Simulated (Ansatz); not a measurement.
`CO[Si](C)(N)Br` and `C[SiH](N)Br` differ in one atom or group.

Ansatz, PBE0-D4/def2-TZVP geometries, multiplicity 1. Each molecule was computed in one conformer, which needn't be the lowest.

Scalar relativity is left out up to krypton. Spin–orbit coupling is left out; it splits and shifts lone-pair levels of the heavy atoms by tenths of an eV.

```csv
property,`CO[Si](C)(N)Br`
HOMO–LUMO gap (PBE0/def2-TZVPP) / eV,8.45
HOMO energy (B3LYP/def2-TZVPP) / eV,-7.43
HOMO energy (PBE0/def2-TZVPP) / eV,-7.68
LUMO energy (B3LYP/def2-TZVPP) / eV,0.42
size of the dipole moment (B3LYP/def2-TZVPP) / D,2.37
HOMO energy (ωB97M-V/def2-TZVPP) / eV,-10.06
```

Task: What does the change do to each property? (Estimate.)

Result: Computed: 
```csv
property,`C[SiH](N)Br`,shift
HOMO–LUMO gap (PBE0/def2-TZVPP) / eV,8.38,-0.07
HOMO energy (B3LYP/def2-TZVPP) / eV,-7.45,-0.02
HOMO energy (PBE0/def2-TZVPP) / eV,-7.71,-0.03
LUMO energy (B3LYP/def2-TZVPP) / eV,0.36,-0.06
size of the dipole moment (B3LYP/def2-TZVPP) / D,2.17,-0.20
HOMO energy (ωB97M-V/def2-TZVPP) / eV,-9.99,0.07
```

Dipoles are sizes alone; their direction can turn.

B3LYP here is the variant with VWN-RPA as its local correlation; programs differ in this.
